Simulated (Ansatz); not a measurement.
Molecule: 1,3-diselenane, C$_{4}$H$_{8}$Se$_{2}$ (charge 0, singlet). 
Coordinates optimised at B3LYP-D3(BJ)/def2-TZVP (Ansatz, an electronic-structure program):
SMILES: [Se]1CCC[Se]C1
```xyz
14

C     -1.9751    -0.0904     0.3988
C     -1.1506     0.6989     1.4075
Se     0.5088     1.4878     0.6916
C      1.3173    -0.2015     0.1142
Se     0.2558    -1.2252    -1.1765
C     -1.3470    -1.4061    -0.0420
H     -2.9359    -0.3271     0.8727
H     -2.1912     0.5300    -0.4729
H     -1.7107     1.5564     1.7779
H     -0.8824     0.0793     2.2646
H      2.2553     0.0479    -0.3750
H      1.5207    -0.8201     0.9849
H     -2.0404    -1.9788    -0.6563
H     -1.0782    -2.0199     0.8192
```

Computed values are from Ansatz. Valence correlation only, unless marked. UHF or UKS for open shells. Spin-orbit coupling is left out. Frozen are the shells of the preceding noble gas and the d and f shells that filled before the atom's block. No relativistic terms. Basis-set limits of correlation are two-point, X^-3; Hartree-Fock from the larger set. The bracket is a focal-point correction in the basis named.

Problem. What is the dipole moment at CCSD(T)/aug-cc-pVDZ?

Solution. 2.05 D.

Problem. What is the atomisation energy De at CCSD(T)/CBS(cc-pVTZ,cc-pVQZ)?

Solution. 5236.5 kJ/mol.

Problem. What is the vertical triplet-singlet gap at RI-MP2/CBS(aug-cc-pVTZ,aug-cc-pVQZ)+[CCSD(T)-MP2]/aug-cc-pVTZ?

Solution. 4.12 eV.

Problem. What is the total energy at CCSD(T)/CBS(cc-pVTZ,cc-pVQZ)?

Solution. -4957.1801 Eh.

Problem. What is the T1 diagnostic at CCSD/cc-pVQZ?

Solution. 0.011.
